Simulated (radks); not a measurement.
Results of a calculation; reference values are marked as such.
Coherent X-ray form factor from a spherical all-electron density. Code: a radial shooting solver on a logarithmic mesh with Libxc functionals. Model: non-relativistic Kohn-Sham, LB94 model potential, spin-polarised, spherical densities, point nucleus.

| sin(theta)/lambda (1/angstrom) | f0 (electrons) |
|---|---|
| 0.05 | 41.852 |
| 0.1 | 41.413 |
| 0.15 | 40.701 |
| 0.2 | 39.740 |
| 0.25 | 38.567 |
| 0.3 | 37.220 |
| 0.4 | 34.180 |
| 0.5 | 30.964 |
| 0.6 | 27.859 |
| 0.8 | 22.666 |
| 1 | 19.050 |
| 1.25 | 16.035 |
| 1.5 | 13.712 |
| 2 | 9.760 |

The species is in the configuration that NIST lists as its ground one. Which atom or ion scatters so?

Answer. The praseodymium ion Pr17+, [Kr] 4d6. Extrapolating in s^2 from the first two rows gives f0(0) = 42.0, near the electron count 42; among species with that count, the fall with angle is slower the higher Z, and the table is that of Z = 59; from so few rows the species is fixed only to a neighbour or two.
